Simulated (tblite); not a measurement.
Compound: C4H12BNSi2.
Geometry (GFN2-xTB, Å), atoms numbered from 1 in this order:
```
atom  x, y, z in Å
C1     2.0299    1.3442    2.1216
C2     2.1478    0.3626    1.4365
Si3    2.3029   -1.1465    0.3719
Si4    0.2622   -2.0619   -0.2186
N5    -1.0652   -0.9446   -0.0276
B6    -1.2555    0.3457   -0.5444
C7    -0.1342    1.0019   -1.4523
C8    -2.5720    1.1456   -0.1512
H9     1.9367    2.2046    2.7211
H10    3.1213   -0.7114   -0.7734
H11    3.1328   -2.0789    1.1570
H12    0.2504   -2.5463   -1.6113
H13   -0.1355   -3.1983    0.6308
H14   -1.8119   -1.2884    0.5584
H15    0.3906    0.2740   -2.0675
H16   -0.5228    1.7742   -2.1117
H17    0.6142    1.4757   -0.8174
H18   -2.4322    1.6220    0.8194
H19   -2.8201    1.9359   -0.8552
H20   -3.4445    0.5006   -0.0569
```

Computed with GFN2-xTB (tblite): harmonic, unscaled wavenumbers at the GFN2-xTB geometry, gas phase. This tight-binding method is rough: wavenumbers can miss measured ones by several per cent, in bad cases by 10 to 20. Modes of hydrogen on silicon can be 10 to 20 % off. One conformer, not necessarily the lowest. The optimisation stopped once no atom felt more than 0.01 eV/Å.

Lowest wavenumbers of the output (negative numbers stand for imaginary wavenumbers):
```
mode    cm-1
  1     -61.9
  2      27.5
  3      38.6
  4      60.6
  5      76.8
  6      91.3
  7     150.5
  8     183.4
```

Question: Is this structure a minimum?

Answer: No. 1 mode is imaginary beyond 20i (62i cm⁻¹), so at this level the point lies at or near a first-order saddle.

Question: Which atoms move in the imaginary mode?

Answer: 62i: H18 (methyl hydrogen) 35 %, H19 (methyl hydrogen) 29 %, H20 (methyl hydrogen) 28 %. These are shares of the mass-weighted motion.

Question: What is the remedy?

Answer: Step along that mode in both directions, optimise again with tighter thresholds and repeat the frequencies. The zero-point energy of this point (90.7 kcal/mol) counts the 53 real modes alone, and thermal corrections from it aren't those of a minimum.

On one thread, Arm Neoverse N1 (aarch64), no GPU, shared host, this took 1.6 s. The figure is for the frequency step alone.
